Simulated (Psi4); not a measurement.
C5H14NSi, doublet, at a GFN2-xTB geometry; CCSD(T)/STO-3G (Psi4).

The Psi4 input:
```
memory 2 GB

molecule mol {
0 2
  C     2.524837   -0.837642   -0.668558
  C     1.077958   -1.119116   -0.546029
  N     0.187556   -0.191036   -0.048795
  Si    0.659015    1.433932    0.338006
  C    -1.206100   -0.611912   -0.023521
  C    -1.746694   -0.660685    1.405395
  C    -2.080029    0.267044   -0.916447
  H     3.043713   -0.847439    0.299504
  H     2.990843   -1.594013   -1.298210
  H     2.695639    0.143927   -1.113675
  H     0.739757   -2.140424   -0.593447
  H     0.905148    2.257660   -0.861785
  H    -0.436996    2.046724    1.086532
  H     1.868552    1.391542    1.159368
  H    -1.240116   -1.631619   -0.427528
  H    -2.741624   -1.099765    1.410411
  H    -1.803709    0.336351    1.831465
  H    -1.093777   -1.266952    2.028649
  H    -1.658906    0.312410   -1.917882
  H    -2.144269    1.276586   -0.520786
  H    -3.083201   -0.148925   -0.978171
}

set basis sto-3g
set reference uhf
set freeze_core true

energy('ccsd(t)')
print_variables()
```

The log (banner, timings and long lists left out):

```
   => Loading Basis Set <=

    Name: STO-3G
    Role: ORBITAL
    Keyword: BASIS

         ---------------------------------------------------------
                                   SCF
               by Justin Turney, Rob Parrish, Andy Simmonett
                          and Daniel G. A. Smith
                              UHF Reference
         ---------------------------------------------------------

  ==> Geometry <==

    Molecular point group: c1
    Full point group: C1

    Geometry (in Angstrom), charge = 0, multiplicity = 2:

       Center              X                  Y                   Z               Mass
    ------------   -----------------  -----------------  -----------------  -----------------
         C            2.508220827776    -0.845590235894    -0.667596942960    12.000000000000
         C            1.061341827776    -1.127064235894    -0.545067942960    12.000000000000
         N            0.170939827776    -0.198984235894    -0.047833942960    14.003074004430
         SI           0.642398827776     1.425983764106     0.338967057040    27.976926534650
         C           -1.222716172224    -0.619860235894    -0.022559942960    12.000000000000
         C           -1.763310172224    -0.668633235894     1.406356057040    12.000000000000
         C           -2.096645172224     0.259095764106    -0.915485942960    12.000000000000
         H            3.027096827776    -0.855387235894     0.300465057040     1.007825032230
         H            2.974226827776    -1.601961235894    -1.297248942960     1.007825032230
         H            2.679022827776     0.135978764106    -1.112713942960     1.007825032230
         H            0.723140827776    -2.148372235894    -0.592485942960     1.007825032230
         H            0.888531827776     2.249711764106    -0.860823942960     1.007825032230
         H           -0.453612172224     2.038775764106     1.087493057040     1.007825032230
         H            1.851935827776     1.383593764106     1.160329057040     1.007825032230
         H           -1.256732172224    -1.639567235894    -0.426566942960     1.007825032230
         H           -2.758240172224    -1.107713235894     1.411372057040     1.007825032230
         H           -1.820325172224     0.328402764106     1.832426057040     1.007825032230
         H           -1.110393172224    -1.274900235894     2.029610057040     1.007825032230
         H           -1.675522172224     0.304461764106    -1.916920942960     1.007825032230
         H           -2.160885172224     1.268637764106    -0.519824942960     1.007825032230
         H           -3.099817172224    -0.156873235894    -0.977209942960     1.007825032230

  Running in c1 symmetry.

  Rotational constants: A =      0.09352  B =      0.05044  C =      0.04232 [cm^-1]
  Rotational constants: A =   2803.70413  B =   1512.11021  C =   1268.75924 [MHz]
  Nuclear repulsion =  399.958424734999483

  Charge       = 0
  Multiplicity = 2
  Electrons    = 65
  Nalpha       = 33
  Nbeta        = 32

  ==> Algorithm <==

  SCF Algorithm Type is PK.
  DIIS enabled.
  MOM disabled.
  Fractional occupation disabled.
  Guess Type is SAD.
  Energy threshold   = 1.00e-08
  Density threshold  = 1.00e-08
  Integral threshold = 1.00e-12

  ==> Primary Basis <==

  Basis Set: STO-3G
    Blend: STO-3G
    Number of shells: 37
    Number of basis functions: 53
    Number of Cartesian functions: 53
    Spherical Harmonics?: true
    Max angular momentum: 1

  ==> Integral Setup <==

  Using in-core PK algorithm.
   Calculation information:
      Number of atoms:                  21
      Number of AO shells:              37
      Number of primitives:            111
      Number of atomic orbitals:        53
      Number of basis functions:        53

      Integral cutoff                 1.00e-12
      Number of threads:                 1

  Performing in-core PK
  Using 2049192 doubles for integral storage.
  We computed 225440 shell quartets total.
  Whereas there are 247456 unique shell quartets.

  ==> DiskJK: Disk-Based J/K Matrices <==

    J tasked:                  Yes
    K tasked:                  Yes
    wK tasked:                  No
    Schwarz Cutoff:          1E-12

  Minimum eigenvalue in the overlap matrix is 2.0131165483E-01.
  Reciprocal condition number of the overlap matrix is 7.7979129937E-02.
    Using symmetric orthogonalization.

  ==> Pre-Iterations <==

  SCF Guess: Superposition of Atomic Densities via on-the-fly atomic UHF (no occupation information).

   -------------------------
    Irrep   Nso     Nmo
   -------------------------
     A         53      53
   -------------------------
    Total      53      53
   -------------------------

  ==> Iterations <==

                        Total Energy        Delta E     RMS |[F,P]|

   @UHF iter SAD:  -528.37343752352888   -5.28373e+02   0.00000e+00
   @UHF iter   1:  -534.47135498050193   -6.09792e+00   3.71587e-03 DIIS/ADIIS
   @UHF iter   2:  -534.50445329305410   -3.30983e-02   1.08319e-03 DIIS/ADIIS
   @UHF iter   3:  -534.50840701374011   -3.95372e-03   5.06830e-04 DIIS/ADIIS
   @UHF iter   4:  -534.50986340552390   -1.45639e-03   2.41304e-04 DIIS/ADIIS
   @UHF iter   5:  -534.51031601169097   -4.52606e-04   7.20657e-05 DIIS
   @UHF iter   6:  -534.51034969404975   -3.36824e-05   2.30607e-05 DIIS
   @UHF iter   7:  -534.51035204787013   -2.35382e-06   1.10169e-05 DIIS
   @UHF iter   8:  -534.51035268531450   -6.37444e-07   4.02496e-06 DIIS
   @UHF iter   9:  -534.51035277229005   -8.69755e-08   1.22392e-06 DIIS
   @UHF iter  10:  -534.51035277947221   -7.18217e-09   5.89401e-07 DIIS
   @UHF iter  11:  -534.51035278152813   -2.05591e-09   2.04501e-07 DIIS
   @UHF iter  12:  -534.51035278178324   -2.55113e-10   6.02041e-08 DIIS
   @UHF iter  13:  -534.51035278180382   -2.05773e-11   2.33518e-08 DIIS
   @UHF iter  14:  -534.51035278180723   -3.41061e-12   7.63572e-09 DIIS
  Energy and wave function converged.

[...]
  @UHF Final Energy:  -534.51035278180723
    Total Energy =                       -534.5103527818072280
[...]
     2        -0.433926399237374    4.064e-02    0.010705    0.000000    0.000000    0.000000
     3        -0.437098954275405    1.127e-02    0.012337    0.000000    0.000000    0.000000
     4        -0.437224752183575    4.882e-03    0.013241    0.000000    0.000000    0.000000
     5        -0.437185042440173    1.681e-03    0.013637    0.000000    0.000000    0.000000
     6        -0.437156913033257    4.795e-04    0.013721    0.000000    0.000000    0.000000
     7        -0.437138962075381    1.766e-04    0.013741    0.000000    0.000000    0.000000
     8        -0.437140175511296    5.471e-05    0.013745    0.000000    0.000000    0.000000
     9        -0.437139924281812    2.627e-05    0.013747    0.000000    0.000000    0.000000
    10        -0.437139802388152    1.109e-05    0.013747    0.000000    0.000000    0.000000
    11        -0.437139714449427    4.520e-06    0.013747    0.000000    0.000000    0.000000
    12        -0.437139872792853    2.004e-06    0.013746    0.000000    0.000000    0.000000
    13        -0.437139974826187    7.513e-07    0.013746    0.000000    0.000000    0.000000
    14        -0.437139991697906    2.441e-07    0.013746    0.000000    0.000000    0.000000
    15        -0.437139987983068    1.089e-07    0.013746    0.000000    0.000000    0.000000
    16        -0.437139985261970    4.616e-08    0.013746    0.000000    0.000000    0.000000

    Iterations converged.

    Largest TIA Amplitudes:
             21   3         0.0120017206
             21   9         0.0105045793
             21   7         0.0103865991
             21   4        -0.0093382299
             21   6        -0.0085590964
             21   0        -0.0084127037
             21  16         0.0082540538
             21  10         0.0066395380
             21  11         0.0063252932
              4   0        -0.0055295281

    Largest Tia Amplitudes:
             20   0         0.0720846964
              9   0         0.0144751028
             11   0         0.0113774928
             20   4         0.0111124639
             14   0        -0.0100801932
             20   7         0.0099963789
             20  11        -0.0080604083
             20   5         0.0069119320
             20   1         0.0068970617
             20  18        -0.0058720105

    Largest TIJAB Amplitudes:
     21  19   3   0        -0.0055311423
     21  19   4   0         0.0043788746
     12   7  19  18        -0.0041320052
     19   0  18   0         0.0039919733
     19   6  18   0         0.0038064679
     19   6   1   0        -0.0032765385
     21  12   9   8        -0.0031859282
     19  15  18  15        -0.0030897160
     19  18  14   0         0.0030724747
     19   4  18   0         0.0029781684

    Largest Tijab Amplitudes:
     20  15  20   0        -0.0129747980
     20  19  20   0         0.0118650432
     20   7  20   0         0.0108596518
     20  18  20   0        -0.0106152746
     20  13  19   0        -0.0105199363
     20   5  20   0        -0.0085757957
     20  14  20   0         0.0081330445
     20  13  20   0        -0.0077595377
     20  19  19   0         0.0063348364
     20  15  17   0         0.0062404299

    Largest TIjAb Amplitudes:
     17  17   3   4         0.0309284722
     16  16   2   3        -0.0279106963
     13  12  10  10         0.0275256195
     16  16   1   2        -0.0272769717
     10  11   9  11         0.0264163242
      9  11   9  11         0.0246541171
     18  16   1   2         0.0235864941
     18  16   2   3         0.0235068920
      6   6   1   2        -0.0212936042
     16  18   1   2         0.0206341586

    SCF energy       (wfn)                    = -534.510352781807228
    Reference energy (file100)                = -534.510352781807796

    Opposite-spin MP2 correlation energy      =   -0.290354505251997
    Same-spin MP2 correlation energy          =   -0.038879566200215
    Singles MP2 correlation energy            =   -0.000000000000000
    MP2 correlation energy                    =   -0.329234071452212
      * MP2 total energy                      = -534.839586853260016

    Opposite-spin CCSD correlation energy     =   -0.402021719979745
    Same-spin CCSD correlation energy         =   -0.035118265282226
    Singles CCSD correlation energy           =    0.000000000000000
    CCSD correlation energy                   =   -0.437139985261970
      * CCSD total energy                     = -534.947492767069775

            **************************
            *                        *
            *        CCTRIPLES       *
            *                        *
            **************************

    Wave function   =    CCSD_T
    Reference wfn   =      UHF

    Nuclear Rep. energy (wfn)                =  399.958424734999483
    SCF energy          (wfn)                = -534.510352781807228
    Reference energy    (file100)            = -534.510352781807796
    CCSD energy         (file100)            =   -0.437139985261970
    Total CCSD energy   (file100)            = -534.947492767069775

    Number of ijk index combinations:
    Spin Case AAA:                                1540
    Spin Case BBB:                                1330
    Spin Case AAB:                                4851
    Spin Case ABB:                                4620
    AAA (T) energy                             =   -0.000062538874773
    BBB (T) energy                             =   -0.000096053197342
    AAB (T) energy                             =   -0.001964201977927
    ABB (T) energy                             =   -0.002156223382421
    (T) energy                                   =   -0.004279017432464
      * CCSD(T) total energy                     = -534.951771784502284

  Variable Map:
  ----------------------------------------------------------------------------
[...]
  Array Variable Map:
  ----------------------------------------------------------------------------
[...]
[...]
```
